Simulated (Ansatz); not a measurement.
One change: `[NH2][Mo](=[O])(=[S])[Cl]` becomes `[NH2][Mo](=[O])([F])=[S]`.

Ansatz, PBE0-D4/def2-TZVP geometries, multiplicity 1. Each molecule was computed in one conformer, which needn't be the lowest.

Elements past krypton have def2 core potentials.

```csv
property,`[NH2][Mo](=[O])(=[S])[Cl]`
HOMO–LUMO gap (ωB97M-V/def2-TZVPP) / eV,8.92
LUMO energy (PBE/def2-TZVPP) / eV,-3.72
LUMO energy (PBE0/def2-TZVPP) / eV,-3.06
"ideal-gas entropy at 298 K and 1 bar (rigid rotor, harmonic PBE0-D4/def2-TZVP) / J/(mol·K)",353
LUMO energy (ωB97M-V/def2-TZVPP) / eV,-1.05
LUMO energy (B3LYP/def2-TZVPP) / eV,-3.23
```

Question: Give the same properties after the change, and the shifts. (Estimate.)

Answer: Ansatz gave: 
| property | `[NH2][Mo](=[O])([F])=[S]` | shift |
| --- | --- | --- |
| HOMO–LUMO gap (ωB97M-V/def2-TZVPP) / eV | 9.05 | 0.13 |
| LUMO energy (PBE/def2-TZVPP) / eV | -3.62 | 0.10 |
| LUMO energy (PBE0/def2-TZVPP) / eV | -2.96 | 0.10 |
| ideal-gas entropy at 298 K and 1 bar (rigid rotor, harmonic PBE0-D4/def2-TZVP) / J/(mol·K) | 342 | -11 |
| LUMO energy (ωB97M-V/def2-TZVPP) / eV | -0.91 | 0.14 |
| LUMO energy (B3LYP/def2-TZVPP) / eV | -3.15 | 0.08 |

B3LYP here is the variant with VWN-RPA as its local correlation; programs differ in this.
